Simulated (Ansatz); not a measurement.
```xyz
9

C     0.972    0.427   -0.292
N    -0.401    0.352   -0.805
Si   -0.831   -0.411    0.683
O     0.760   -0.060    1.042
H     1.359    1.451   -0.250
H     1.680   -0.213   -0.832
H    -0.540    0.037   -1.750
H    -1.178   -1.860    0.654
H    -1.821    0.277    1.549
```

The species carries charge 0 and has multiplicity 1.

(1) List the B3LYP/def2-TZVPP orbital energies in eV (the Gaussian-basis code of Ansatz). (Estimate.)

## Answers

(1) The calculation gave: Occupied: -1799.74, -520.34, -389.14, -279.15, -144.15, -99.52, -99.46, -99.43, -28.26, -23.38, -17.84, -14.94, -13.42, -13.03, -12.25, -10.03, -9.78, -9.43, -8.12, -6.90. Lowest empty: -0.52, 0.68, 1.71, 1.83, 2.30, 2.73, 3.08, 3.43.

B3LYP here is the variant with VWN-RPA as its local correlation; programs differ in this.
